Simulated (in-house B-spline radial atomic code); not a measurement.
Settings and results of a run for Sb. Computed with a B-spline radial code for spherical atoms: scalar-relativistic (X2C) PBE, spherical fractional occupations, Fermi nucleus of rms radius 4.6802 fm, inside a hard spherical wall at 1.6 bohr.

Command:
```bash
python run_scf.py task.json out
```
Settings (nuclear radius in fm, mass in u):
```
Z                51
configuration    [Ar] 3d9 4s2 4p6 4d10 5s2 5p3 5f1
hamiltonian      x2c
method           pbe,pbe
spin_polarised   False
nucleus          fermi
rms_radius       4.6802
atomic_mass      120.90381
speed_of_light   137.035999084
wall_radius      1.6
```

Output (hartree, bohr):
```
 radial grid: 57 intervals, B-splines of order 8, outer radius 1.6 bohr

 iter        energy (Eh)    residual
    1       -6408.315578    4.35e-01
    2       -6408.704669    2.66e-02
    3       -6408.714180    1.20e-02
    4       -6408.715606    5.30e-03
    5       -6408.715869    8.26e-04
    6       -6408.715879    8.34e-05
    7       -6408.715879    1.21e-05
    8       -6408.715879    1.10e-07

 total energy                     -6408.71588
 kinetic                            6977.4124
 electron-nucleus                 -15980.8833
 Hartree                            2772.9169
 exchange-correlation               -178.1619

 orbital      occ     eigenvalue          <r>       <r^2>       <1/r>       r_max
 1s         2.000     -1107.0138     0.027835  0.00105947     56.8831     0.01764
 2s         2.000      -165.0206     0.122162     0.01766     12.9093      0.1036
 2p         6.000      -147.7887       0.1069   0.0139661     11.9681     0.08279
 3s         2.000       -29.0684     0.330574    0.125142     4.53171         0.3
 3p         6.000       -23.4539     0.328902    0.125713     4.22909      0.2934
 3d         9.000       -14.8621     0.306002    0.111217     3.97428      0.2442
 4s         2.000        -1.9254     0.785356    0.685328     1.76148      0.7374
 4p         6.000        -0.1868     0.819524    0.745285      1.6304       0.779
 4d        10.000         2.5257      0.86256    0.824098     1.47447      0.8478
 5s         2.000         7.2826     0.980605     1.09618     1.57963       1.214
 5p         3.000         8.6309      0.96192     1.06953     1.59048        1.23
 5f         1.000        12.4551     0.867341    0.902665     1.48314      0.5227
```

Time taken, with all properties: 0.08 s on 1 thread of Arm Neoverse V2 (shared host).

One-electron X2C: radii and densities carry no picture-change correction, so inner-shell <1/r> comes out high (for 1s by about 2 % at Z = 33, 5 % at 54, 10 % at 75, 30 % at 118) and <r> low.
